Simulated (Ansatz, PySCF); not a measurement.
Noncovalent pair: C2H2 (SMILES C#C) (first 4 atoms) with CH5N (SMILES CN); geometry from B3LYP-D3(BJ)/def2-TZVP.
(charge 0, multiplicity 1):
| atom | x (Å) | y (Å) | z (Å) |
|---|---|---|---|
| C | 0.2561 | -0.6522 | 0.0355 |
| C | -0.0976 | 0.4239 | 0.4223 |
| H | 0.5681 | -1.6084 | -0.3081 |
| H | -0.4164 | 1.3766 | 0.7690 |
| C | -0.5878 | 0.4540 | 4.0345 |
| N | 0.5941 | -0.3644 | 3.7790 |
| H | -0.7301 | 0.5631 | 5.1111 |
| H | -1.4686 | -0.0551 | 3.6401 |
| H | -0.5616 | 1.4639 | 3.5983 |
| H | 1.4288 | 0.0894 | 4.1297 |
| H | 0.7205 | -0.4967 | 2.7827 |

Counterpoise-corrected where a basis set is named; no monomer relaxation. Rows marked so take none.

Rows in 6-31G* carry no dispersion term and start afresh at each structure (6-31G* with six Cartesian d functions).

Run with Ansatz (a quantum-chemistry and plane-wave program); PySCF for 6-31G* rows, the dispersion terms. Each number belongs to the level named beside it.

Task: One of these levels gives -2.2 kJ/mol for the interaction energy. Which one is it?
(A) B3LYP/def2-TZVPPD
(B) revPBE-D4/def2-TZVPPD
(C) PBE0/def2-TZVPPD
(D) HF/6-31G* (no counterpoise)

Result: D, HF/6-31G* (no counterpoise). The others give -6.9 (revPBE-D4/def2-TZVPPD), -0.7 (B3LYP/def2-TZVPPD), -3.7 (PBE0/def2-TZVPPD)
